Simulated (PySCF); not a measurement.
H2O2Zn, SMILES [OH][Zn][OH].

The structure is a stationary point at TPSSh-D3(BJ)/def2-TZVP. A frequency run showed that this geometry is not a minimum. The isomer is the one that the SMILES or the coordinates give; other isomers of the formula were not compared. The values are those of a single conformer.

Level of theory: PySCF with HF/def2-TZVPD.

The molecule is in vacuum.

```json
{
 "total_energy": "-1928.78900 hartree",
 "point_group": "C2v",
 "highest_occupied_level": "-12.43 eV",
 "lowest_empty_level": "0.74 eV",
 "orbital_gap": "13.17 eV",
 "dipole_moment": "3.01 D",
 "quadrupole, principal values (traceless, Buckingham form, about the centre of nuclear charge)": "-10.07, 2.47, 7.60 D·Å",
 "mean_static_polarisability": "26.4 bohr³ (3.91 Å³)",
 "polarisability_principal_values": "23.1, 23.7, 32.4 bohr³"
}
```
